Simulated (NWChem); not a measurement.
# TiOClF; SMILES [Ti]([F])(=[O])[Cl]

Program: NWChem. All runs use the structure optimised with PBE0/def2-SVP. Ions are spin-unrestricted doublets at the neutral geometry; other ion states weren't tried.

**Question.** What does the run give for M06-2X/def2-SVP? Quantities: vertical ionisation energy, ΔSCF (eV); −ε(HOMO) (eV).

**Answer.** The vertical ionisation energy, ΔSCF (eV) comes out as 12.03 and the −ε(HOMO) (eV) comes out as 10.54.
